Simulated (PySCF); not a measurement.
# Correlation energy of Kr⁺ (krypton, charge +1)

Starting occupation: [Ar] 3d10 4s2 4p5, 4p1/2 with m_j = -1/2, +1/2, 4p3/2 with m_j = -1/2, +1/2, +3/2. Calculation: PySCF 2.14, in x2c-SVPall-2c with one added diffuse shell each of s, p, d type (6s7p4d, 47 functions); X2C-1e with screened-nucleus spin-orbit coupling, Gaussian nucleus. Frozen: [Ne]; 25 electrons correlated; the 6 highest virtual spinors left out.

MP2 pair energies summed by pair of shells (mhartree):

```tsv
pair	energy	share (%)
3d-3d	-100.06	29.9
4p-4p	-71.07	21.2
3d-3p	-68.87	20.6
4p-4s	-29.69	8.9
3p-3p	-20.44	6.1
3d-4p	-18.01	5.4
3d-3s	-6.05	1.8
4s-4s	-5.93	1.8
3p-4p	-5.31	1.6
3d-4s	-3.97	1.2
3p-3s	-2.49	0.7
3p-4s	-1.12	0.3
3s-4p	-0.67	0.2
3s-3s	-0.54	0.2
3s-4s	-0.28	0.1
```

Total MP2 correlation energy: -334.49 mhartree.

The GHF reference relaxed away from the jj start to a determinant that is no pure jj level (⟨S²⟩ = 0.76, ⟨J²⟩ = 3.76); the energies belong to that determinant.

This basis was not built for core-valence correlation, so the inner-shell part is incomplete.
